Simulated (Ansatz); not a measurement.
`[SiH3]N[SiH2][GaH2]` + CH₃NH₂ → `C[NH][GaH2]` + `[SiH3]N[SiH3]`  (cleavage of the Ga–Si bond)

Computed with Ansatz on PBE0-D4/def2-TZVP structures; ΔE is electronic, products minus reactants. CCSD(T)/CBS is the MP2 limit (def2-TZVPP, def2-QZVPP) plus CCSD(T) − MP2 in def2-TZVPP, frozen cores. This one scheme is used for every species. Functionals use def2-TZVPP. B3LYP here is the variant with VWN-RPA as its local correlation; programs differ in this. HSE06 is defined as in plane-wave codes. For Ga outer-core shells are correlated without core-valence functions, which leaves a few kJ/mol of doubt a bond. Scalar relativity is left out up to krypton. Each species was taken in one conformer, which may not be the lowest.

| level | ΔE (kJ/mol) |
| --- | --- |
| LDA (SPW92) | -20.9 |
| BHLYP-D4 | -35.9 |
| PBE | -24.8 |
| revPBE | -27.8 |
| B3LYP | -42.6 |
| HSE06 | -24.9 |
| BHLYP | -44.9 |
| CCSD(T)/def2-SVP | -57.3 |

Q: What does CCSD(T)/CBS give? (Estimate.)

A: Computed: -37.5 kJ/mol. The listed levels differ from it by 16.6, 1.6, 12.7, 9.7, -5.1, 12.6, -7.4, -19.8 kJ/mol.

Largest T1 diagnostic among the species: 0.015.

The D4 term adds +7.1 kJ/mol with B3LYP and +3.9 kJ/mol with PBE0; it sums over pairs of atoms, weighted by their polarisabilities, and B3LYP, whose exchange is more repulsive, gets the larger term. Leaving LDA and LC-ωPBE aside and taking each functional with its dispersion term where it has one, the values, not all of them listed here, spread over 24.7 kJ/mol, from B2PLYP to PBE-D4. LDA lies +4.0 kJ/mol from PBE without D4.

CCSD(T)/CBS has its own doubt, a few kJ/mol and more with outer-core shells, so smaller differences from it don't rank the levels.
